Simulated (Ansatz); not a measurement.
An input meant for the cluster KCl₂⁻ (charge -1, singlet).

```yaml
crystal:
  periodic: [false, false, false]
  atoms:
    - {symbol: K, position_ang: [0.001687, 0.000406, -0.001093]}
    - {symbol: Cl, position_ang: [1.179690, 1.273686, 2.285957]}
    - {symbol: Cl, position_ang: [-1.181388, -1.274092, -2.284874]}
basis:
  gaussian: {orbitals: "6-31G*"}
total_charge: -1
magnetization: {spin_polarized: true, initial_magnetization: 1}
hamiltonian: {xc: {name: B2GP-PLYP}}
scf: {omitted_lower_state_checks: [starts]}
```

```sh
$ ansatz run in.yaml --threads 4 --pin off --events-out ev --progress --plain --max-ram 3916MiB
```

Output, abridged:

```
Error: a molecule whose nuclei and cores have a total charge of 53 cannot have a net charge of -1 together with 1 unpaired electrons
```

Problem. Something in this input is off. What?

Solution. The number of unpaired electrons doesn't fit the electron count. The input was rejected before any iteration.
